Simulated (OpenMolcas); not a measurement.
# Cu2+: moving the ligands

Cu2+ with 5 ligands (water) in trigonal bipyramidal coordination (C2v) at 2.01 Å, the axial distance 2.191 Å. Ligand basis ANO-RCC-VDZP.

- Program: OpenMolcas 26.06
- Method: SS-CASPT2, IPEA 0.25 Eh, imaginary shift 0.1 Eh (closed shells correlated: 3s 3p and the ligand valence shells)
- Basis: ANO-RCC-VTZP [6s5p3d2f1g]
- Scalar Hamiltonian: DKH2, point nucleus
- Active space: 9 electrons in 5 orbitals (3d)
- State averaging: 2S+1 = 2 even, 5 roots
- Spin-orbit coupling: state interaction with AMFI integrals over the reference wave functions

Runs around this geometry, states. Energies in cm-1 above the lowest state or level, χT in cm3 K/mol.

```tsv
R (Å)	Axial / equatorial distance	Ground state	First state of that spin	First gap with spin-orbit (degeneracies)	χT at 300 K
2.01	1.09	2S+1 = 2	4260	3630 (2, 2)	0.623
2.15	1.09	2S+1 = 2	2600	2030 (2, 2)	0.745
2.01	1.199	2S+1 = 2	1510	950 (2, 2)	0.770
```

Over all roots computed the reference weight is 0.73 in R = 2.01 in ratio = 1.09, 0.73 in R = 2.15 in ratio = 1.09, 0.73 in R = 2.01 in ratio = 1.199; a low but even weight reflects the number of correlated electrons. A single d shell leaves out the double-shell effect, which counts most for late 3d ions, where the CASPT2 field can be off either way by tens of per cent. Ligand-to-metal charge-transfer states are missing. Free-ion shares, where given, are those of the reference states; single-state CASPT2 does not remix them. No measured value stands beside these numbers; the geometry is a model, was not optimised and need not be the one that this ion takes.

A state without a sure symmetry label is named by its multiplicity alone.
